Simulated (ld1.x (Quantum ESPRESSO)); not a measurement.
# What the settings do to the PAW potential of indium (In)

Base potential:

ld1.x (Quantum ESPRESSO) 7.5 input, shortened:

```
&input
   title='In', zed=49., rel=1, dft='PBE', iswitch=3,
   config='[Kr] 4d10 5s2 5p1'
 /
 &inputp
   pseudotype=3, lpaw=.true., tm=.true., lloc=-1, rcloc=1.10,
   nlcc=.true., new_core_ps=.true.,
   which_augfun='PSQ', rmatch_augfun_nc=.true.
 /
6
5S  1  0   2.00   0.00  1.75  2.10  0.0
5S  1  0   0.00   0.25  1.75  2.10  0.0
5P  2  1   1.00   0.00  1.85  2.10  0.0
5P  2  1   0.00   1.05  1.85  2.10  0.0
4D  3  2  10.00   0.00  1.00  1.30  0.0
4D  3  2   0.00   2.60  1.00  1.30  0.0
 &test
   configts(1)='4d10 5s2 5p1'
 /
```

Cutoffs, loose and tight: the cutoffs (Ry, on a coarse ladder) from which the occupation-weighted sum of valence levels, in a spherical-Bessel basis at the reference potential, stays within 10 and 1 mRy of its value at 400 Ry. They do not see the model core or the augmentation charge, which bear on the density cutoff. Test errors are all-electron minus pseudo excitation energies from the reference, over the configurations 4d10 5s2 5p0; 4d10 5s1 5p0; 4d10 5s0 5p0; 4d10 5s2 5p1.3; 4d10 5s2 5p0.5; 4d9 5s0 5p0; 4d10 5s1 5p1. A dash means not determined; rows that change the core or the reference have their own tests.

A true bound ghost makes a file unfit for plane-wave use even where its test errors are small: the radial tests pick states by their node count and pass the ghost by.

Cutoffs are not given where the Bessel-basis levels miss the radial ones by over 6 mRy, ghosts where they miss by over 20 mRy; a channel whose overlap is not positive is not tested.

The default core radius of the base comes out at 0.68 bohr.

```csv
change,outcome,"cutoff, loose","cutoff, tight",bound ghosts,largest test error (meV)
base,generated,70 Ry,120 Ry,"s, p",-224
"waves 4d (bound): rcut 0.90, rcutus 0.96 bohr; 4d channel at 2.6 Ry: rcut 0.90, rcutus 0.96 bohr",generated,120 Ry,200 Ry,"s, p",-233
core correction Bessel-smoothed model core inside 1.02 bohr,generated,70 Ry,120 Ry,"s, p",-224
"core [Kr] 4d10, valence charge 3; reference 5s2 5p0; waves now 5s (bound): rcut 1.60, rcutus 1.85 bohr; 5s channel at 0.25 Ry: rcut 1.60, rcutus 1.85 bohr; 5p (bound): rcut 2.70, rcutus 2.95 bohr; 5p channel at 1.05 Ry: rcut 2.70, rcutus 2.95 bohr; local potential all-electron potential smoothed inside 1.40 bohr (lloc = -1); core correction a·sin(br)/r model core inside 1.60 bohr",failed: new_paw_hamiltonian: negative rho,–,–,–,–
"wave 5p channel at 1.05 Ry: rcut 1.85, rcutus 2.10 bohr becomes 5p channel at 0.84 Ry: rcut 1.85, rcutus 2.10 bohr",generated,70 Ry,120 Ry,"s, p",-224
"waves 5p (bound): rcut 1.85, rcutus 3.20 bohr; 5p channel at 1.05 Ry: rcut 1.85, rcutus 3.20 bohr",generated,70 Ry,120 Ry,"p, s",-234
functional PBEsol,generated,70 Ry,160 Ry,"s, p",-205
local potential all-electron potential smoothed inside 2.38 bohr (lloc = -1),generated,80 Ry,140 Ry,none,-235
"all radii but the core radius scaled by about 1.15 (s 2.42, p 2.42, d 1.50 bohr, rcut 2.02/2.14/1.16); local potential all-electron potential smoothed inside 1.26 bohr (lloc = -1)",failed: new_paw_hamiltonian: negative rho,–,–,–,–
```

Question: What comes out with this change to the base: reference 4d10 5s1 5p2?

Answer: outcome: generated; cutoff, loose: 70 Ry; cutoff, tight: 120 Ry; bound ghosts: s, p; largest test error (meV): -89.

Question: What comes out with this change to the base: local potential all-electron potential smoothed inside 1.90 bohr (lloc = -1)?

Answer: outcome: generated; cutoff, loose: 70 Ry; cutoff, tight: 120 Ry; bound ghosts: none; largest test error (meV): -234.

Question: What comes out with this change to the base: waves 5s (bound): rcut 1.75, rcutus 3.04 bohr; 5s channel at 0.25 Ry: rcut 1.75, rcutus 3.04 bohr?

Answer: outcome: generated, overlap not positive; bound ghosts: p (s not tested, overlap not positive); largest test error (meV): -222. A file whose overlap is not positive is unfit for use, and its test errors describe a broken file.
